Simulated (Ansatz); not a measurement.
Ansatz (a first-principles code) input (CCSD(T)/def2-SVPD):

Ansatz 0.2 input:
```yaml
crystal:
  periodic: [false, false, false]
  atoms:
    - {symbol: Zr, position_ang: [0.07446506, -0.07236813, -0.20282973]}
    - {symbol: O, position_ang: [-1.49230211, -1.09595981, 0.28799239]}
    - {symbol: F, position_ang: [-0.41547649, 1.70427544, -0.38944681]}
    - {symbol: F, position_ang: [1.41101142, -0.40845280, 1.03491903]}
basis:
  gaussian:
    orbitals: def2-SVPD
total_charge: 1
magnetization: {spin_polarized: true, initial_magnetization: 1}
correlation: {method: ccsd_t, electrons: outside_noble_gas}
output: {forces: true}
```

End of the output:

```
integrals: 0.22 GiB planned
982 factors; integrals over basis functions are off by at most 4.1e-4 eV
mean field: 0.41 GiB planned
mean field evaluation 1: about -8694.4046 eV, gradient 5.6e1 eV
mean field evaluation 2: about -8694.4830 eV, gradient 5.5e1 eV
mean field evaluation 4: about -8705.3646 eV, gradient 2.7e0 eV
mean field evaluation 8: about -8705.4594 eV, gradient 2.5e-1 eV
mean field evaluation 16: about -8705.4613 eV, gradient 2.8e-6 eV
mean field evaluation 32: about -8702.2082 eV, gradient 1.8e1 eV
mean field evaluation 64: about -8705.4009 eV, gradient 8.1e-1 eV
mean field evaluation 96: about -8705.2344 eV, gradient 2.6e-2 eV
mean field evaluation 128: about -8705.0603 eV, gradient 3.2e0 eV
mean field evaluation 160: about -8705.2344 eV, gradient 1.4e-3 eV
mean field evaluation 192: about -8691.3619 eV, gradient 5.2e1 eV
mean field evaluation 224: about -8705.2304 eV, gradient 1.3e-1 eV
mean field evaluation 256: about -8700.5776 eV, gradient 4.5e0 eV
mean field evaluation 288: about -8704.6724 eV, gradient 5.2e-4 eV
mean field -8705.46125294 eV, -319.9198002721 hartree, gradient 2.9e-6 eV, S^2 0.763207; 11 other end points of the search recorded, 0 dependent functions left out
determinant -8705.46125294 eV, -319.9198002721 hartree, with singles and doubles -8722.82965345 eV, -320.5580772179 hartree
determinant -8705.23441563 eV, -319.9114641546 hartree, with singles and doubles -8722.55872939 eV, -320.5481209424 hartree
determinant -8704.67237049 eV, -319.8908093767 hartree, with singles and doubles -8722.13315963 eV, -320.5324815421 hartree
determinant -8705.46125294 eV, -319.9198002721 hartree, with singles and doubles -8722.86670473 eV, -320.5594388276 hartree
determinant -8705.23441563 eV, -319.9114641546 hartree, with singles and doubles -8722.59697318 eV, -320.5495263757 hartree
7 core orbitals not correlated
reference -8705.46125294 eV, -319.9198002721 hartree; 12, 11 occupied and 84, 85 virtual orbitals, 982 factors
densities: 1.40 GiB planned
second order -17.38041467 eV of doubles, -0.00000000 eV of singles
coupled cluster: 0.92 GiB planned
cycle   1  -17.40545320 eV  change   -1.4e-6 eV  update   4.1e-6
cycle   2  -17.40545400 eV  change   -7.9e-7 eV  update   2.8e-6
cycle   3  -17.40545529 eV  change   -1.3e-6 eV  update   1.9e-6
cycle   4  -17.40545508 eV  change    2.0e-7 eV  update   5.0e-7
cycle   5  -17.40545537 eV  change   -2.9e-7 eV  update   2.5e-7
cycle   6  -17.40545531 eV  change    6.3e-8 eV  update   1.1e-7
perturbative correction -0.57584698 eV, -0.0211619860 hartree
the calculation of the forces begins
Total energy: -8723.44255523 eV, -320.5806009430 hartree
Atom 0 at     0.074465    -0.072368    -0.202830 Å, force     0.202146    -0.205710    -0.564340 eV/Å
Atom 1 at    -1.492302    -1.095960     0.287992 Å, force    -0.622454    -0.428528     0.162558 eV/Å
Atom 2 at    -0.415476     1.704275    -0.389447 Å, force    -0.223448     0.818673    -0.137248 eV/Å
Atom 3 at     1.411011    -0.408453     1.034919 Å, force     0.643756    -0.184435     0.539031 eV/Å
Dipole moment:     0.274554    -0.341623    -0.858786 e Å
```

The spin state was set by rule; other spins were not relaxed.
